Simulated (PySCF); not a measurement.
## Ionising RbH

PBE0; PySCF, scalar-relativistic core potentials, basis sets Rb def2-SVP with ECP28, H def2-SVP. Neutral (UKS): singlet (closed shell), Re = 2.418 Å, ωe = 931 cm⁻¹, De = 1.55 eV, HOMO -4.11 eV, LUMO -1.14 eV.

RbH⁺ (UKS): doublet (σ ↑), Re = 3.527 Å, ωe = 115 cm⁻¹, De = 0.03 eV to Rb⁺ + H. The energies at the minima are -24.63860 hartree for RbH and -24.42826 for RbH⁺.

Problem. Work out the adiabatic ionisation energy, without and with harmonic zero-point energies (1 hartree = 27.2114 eV, 1 eV = 8065.5 cm⁻¹), and the change of the bond length.

Solution. At PBE0: 0.21034 hartree = 5.724 eV between the minima; the zero-point term (115.0 − 931.0)/2 cm⁻¹ = -0.051 eV makes it 5.673 eV. Re changes by +110.9 pm against the neutral. Minus the HOMO energy is 4.11 eV, -1.61 eV from the value between the minima; self-interaction puts the Kohn–Sham level too high, less so with exact exchange. The electron leaves a σ orbital, and the ion is left as a loose complex of an ion and an atom.

Weak bonds: RbH⁺. Basis-set superposition, not corrected here, can be much of De in a small basis, most of all at correlated wavefunction levels. Spin–orbit coupling is left out. For an ion De counts to the pair picked by the measured ionisation energies or electron affinities, which need not be the lowest pair at this level. States were picked by a PBE0 search and need not be the measured ground states.
